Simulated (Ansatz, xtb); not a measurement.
# C3H10NPSi: which of two isomers lies lower

Structure a is `CC(C)=N[SiH2]P`, a singlet and structure b is `C[Si@]1(P)CCN1`, a singlet. Both are isolated molecules in the gas phase, relaxed with PBE0-D3(BJ)/def2-SVP; the shapes shown needn't be the lowest conformers.

a (Å):

```tsv
atom	x (Å)	y (Å)	z (Å)
C	1.1142	-2.2123	1.8770
C	0.1016	-1.3741	1.1443
C	-1.1759	-1.1150	1.9031
N	0.3722	-0.9411	-0.0192
P	0.4855	2.1187	-1.2248
Si	-0.4795	0.0739	-1.1419
H	0.6999	-3.2096	2.0995
H	2.0212	-2.3203	1.2704
H	1.3695	-1.7536	2.8465
H	-1.9159	-0.5730	1.3002
H	-1.6197	-2.0625	2.2481
H	-0.9573	-0.5246	2.8083
H	-0.3528	-0.5472	-2.4910
H	-1.9407	0.3089	-0.8733
H	0.3510	2.3179	0.1849
H	1.8038	1.5802	-1.1096
```

b (Å):

```xyz
16

C    -0.6427    1.2925   -1.1071
C     2.0620    0.4619    0.5346
C     2.3036   -0.9831    0.0206
N     0.9750   -1.2574   -0.5225
P    -1.1190    0.0374    1.9405
Si    0.2348    0.1775    0.1152
H    -0.0121    1.4575   -1.9939
H    -1.5928    0.8447   -1.4398
H    -0.8748    2.2666   -0.6482
H    -0.4592   -1.1198    2.4561
H    -2.1204   -0.7218    1.2571
H     2.5595    1.2295   -0.0764
H     2.3306    0.6245    1.5874
H     2.5938   -1.6611    0.8465
H     3.1029   -1.0407   -0.7425
H     0.6941   -2.1884   -0.7989
```

**Question.** Estimate which is lower in electronic energy at CCSD(T)/def2-SVP + ΔMP2/def2-TZVPP, and by roughly how much.

**Answer.** The CCSD(T)/def2-SVP + ΔMP2/def2-TZVPP calculation puts structure b lower, by 0.431 eV.

The same difference at several levels:

```tsv
level	geometry	E(b) − E(a) (eV)	departure from the last row (eV)	job, with rough time for the two
GFN2-xTB	GFN2-xTB	+0.771	+1.202	optimisation, 0.28 s
HF/STO-3G	GFN2-xTB	−1.123	−0.692	single point, 0.3 s
r2SCAN-D4/def2-SVP	GFN2-xTB	−0.426	+0.005	single point, 3.1 s
PBE0-D3(BJ)/def2-SVP	PBE0-D3(BJ)/def2-SVP	−0.503	−0.072	optimisation, 1.8 min
HF/def2-SVP	PBE0-D3(BJ)/def2-SVP	−0.125	+0.306	part of the CCSD(T) run
MP2/def2-SVP	PBE0-D3(BJ)/def2-SVP	−0.325	+0.106	part of the CCSD(T) run
CCSD(T)/def2-SVP	PBE0-D3(BJ)/def2-SVP	−0.196	+0.234	single point
CCSD(T)/def2-SVP + ΔMP2/def2-TZVPP	PBE0-D3(BJ)/def2-SVP	−0.431		single point, 44 s
```

As drawn, b has 2 C–Si, 1 C–N, 1 C–H, 1 N–H in place of 1 C–C, 1 C=N, 2 Si–H. Structure a has no ring, b a 4-membered ring.

GFN2-xTB puts the two in the other order. The largest departure from CCSD(T)/def2-SVP + ΔMP2/def2-TZVPP is that of GFN2-xTB, 1.202 eV. The last row adds to CCSD(T) the change of the MP2 difference between the two basis sets, here −0.234 eV, a large step that makes the value less sure.

With thermal terms from frequencies at re-optimised GFN2-xTB minima (ideal gas, soft modes damped towards free rotors, one conformer each, 298.15 K, 1 atm): on the last row, ΔE + ΔZPE = −0.266, ΔH = −0.284, ΔG = −0.244 eV.

The correlated steps freeze 14 core orbitals. Mirror images aren't counted in ΔG. Codes used: Ansatz 0.2.0, xtb 6.7.1; the last row on 4 threads of Arm Neoverse V2 on a shared host.
